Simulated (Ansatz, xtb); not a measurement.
A geometry optimisation of FGaH6Si2 with r2SCAN-D4/def2-SVP

The starting geometry of this gas-phase singlet has its atoms placed at random.

```xyz
10

F    -0.6988    0.3459    0.6686
Ga    0.8891    1.1894   -0.4543
Si    0.9250   -1.6481   -0.7187
Si   -0.9194   -0.4127    2.1278
H     0.7100   -0.4735    0.9384
H     1.9032    1.4622    0.4419
H     1.7341    0.3357    0.4323
H    -0.6063    1.7958   -0.1470
H     0.3168   -0.8101    2.1661
H     1.7206   -0.1968   -1.5367
```

Question: Guess where an optimisation with r2SCAN-D4/def2-SVP ends from this start.

Answer: It ends as a structure with F1 bridging Ga2 and Si4, H5 bridging Si3 and Ga2, given below by its coordinates. Distances that change by over a tenth: F1–Si4 (1.66 → 1.90 Å), Ga2–H6 (1.38 → 1.55 Å), Ga2–H10 (1.95 → 3.75 Å), Si4–H9 (1.30 → 1.54 Å). Contacts that open: Ga2–H7 (1.49 → 3.99 Å). Contacts that close: F1–Ga2 (2.12 → 1.92 Å), Ga2–H5 (2.18 → 1.81 Å), Si3–Si4 (3.61 → 2.41 Å), Si3–H5 (2.04 → 1.59 Å), Si3–H7 (2.43 → 1.50 Å), Si3–H10 (1.85 → 1.50 Å).

The energy falls by 10.61 eV over 36 steps:

```
step  E − E(last) (eV)
   1            10.614
   5             4.295
   9             2.511
  13             1.332
  17             0.471
  20             0.092
  24             0.044
  28             0.024
  32             0.001
  36             0.000
```

Final geometry (Å):

| atom | x (Å) | y (Å) | z (Å) |
| --- | --- | --- | --- |
| F | -1.0071 | 0.7182 | 0.8338 |
| Ga | 0.4824 | 1.7789 | 0.2560 |
| Si | 1.0377 | -1.1644 | -0.0735 |
| Si | -0.7316 | -1.0225 | 1.5547 |
| H | 1.4275 | 0.3549 | -0.3514 |
| H | 1.2693 | 2.1868 | 1.5215 |
| H | 2.3980 | -1.7156 | 0.2321 |
| H | 0.0315 | 2.4435 | -1.0676 |
| H | 0.3405 | -0.4672 | 2.5065 |
| H | 0.7260 | -1.5250 | -1.4937 |

From the same start GFN2-xTB ends elsewhere, in pieces: FGaH4Si2 + H2.

From so rough a start the end depends on the optimiser's path, so another program may land elsewhere. The end wasn't checked by frequencies. Run with Ansatz 0.2.0, 52 s on 2 threads of Intel(R) Xeon(R) 6975P-C (Granite Rapids), on a shared host.
